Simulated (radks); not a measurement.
The numbers below are computed, except where a source is named.
Species: Cl5+. Configuration: [Ne] 3s2 (the NIST ground configuration). Level of theory: Dirac Kohn-Sham, BLYP, spin-unpolarised, spherical densities, point nucleus (a radial shooting solver on a logarithmic mesh with Libxc functionals). Some entries of the table are withheld. Estimate them.

orbital,occ.,eigenvalue (hartree),<r> (bohr)
1s1/2,2,-104.4119,0.09095
2s1/2,2,(1),0.4419
2p1/2,2,(2),0.4018
2p3/2,4,(3),0.4041
3s1/2,2,(4),1.310
3p1/2,0,-2.75445,1.381
3p3/2,0,-2.74582,1.385
4s1/2,0,-1.45519,2.741

Answer. 
(1) 2s1/2 eigenvalue (hartree): -12.37659
(2) 2p1/2 eigenvalue (hartree): -10.20010
(3) 2p3/2 eigenvalue (hartree): -10.13658
(4) 3s1/2 eigenvalue (hartree): -3.28658
